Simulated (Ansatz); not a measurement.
Molecule: C₃H₆O, net charge 0, singlet state. 
Coordinates optimised at B3LYP-D3(BJ)/def2-TZVP (Ansatz, an electronic-structure program):
```xyz
10

C     -1.5095     0.1353    -0.0295
C     -0.1424    -0.4792    -0.1055
C      1.0242     0.2621    -0.5856
O      0.8383     0.0192     0.8123
H     -2.0569    -0.2511     0.8326
H     -2.0846    -0.1000    -0.9282
H     -1.4388     1.2192     0.0666
H     -0.1200    -1.5621    -0.2107
H      0.9041     1.2970    -0.8935
H      1.8563    -0.2662    -1.0411
```

Property: atomisation energy (electronic, to ground-state atoms); the coupled-cluster value holds the core correlation from cc-pwCVTZ, in kcal/mol. Correlated levels leave the core frozen unless marked. Open shells are spin-unrestricted. Spin-orbit coupling is left out. No relativistic terms. Basis-set limits of correlation are two-point, X^-3; Hartree-Fock from the larger set. The bracket is a focal-point correction in the basis named.

Level to compare with: RI-MP2/CBS(aug-cc-pVTZ,aug-cc-pVQZ)+[CCSD(T)-MP2]/aug-cc-pVTZ plus the core term (Ansatz), 953.0 kcal/mol. It is a level with limits of its own, and the differences hold the functionals' basis error too.

**Question.** Rank these functionals by how close they come to RI-MP2/CBS(aug-cc-pVTZ,aug-cc-pVQZ)+[CCSD(T)-MP2]/aug-cc-pVTZ, closest first: B3LYP/def2-TZVPD (Ansatz); r2SCAN0/def2-TZVPD (Ansatz); B97M-V/def2-TZVPD (Ansatz).

**Answer.** B97M-V/def2-TZVPD (meta-GGA with VV10, 950.0 kcal/mol, difference -3.0), B3LYP/def2-TZVPD (global hybrid, 943.0 kcal/mol, difference -10.0), r2SCAN0/def2-TZVPD (hybrid meta-GGA, 936.9 kcal/mol, difference -16.1)
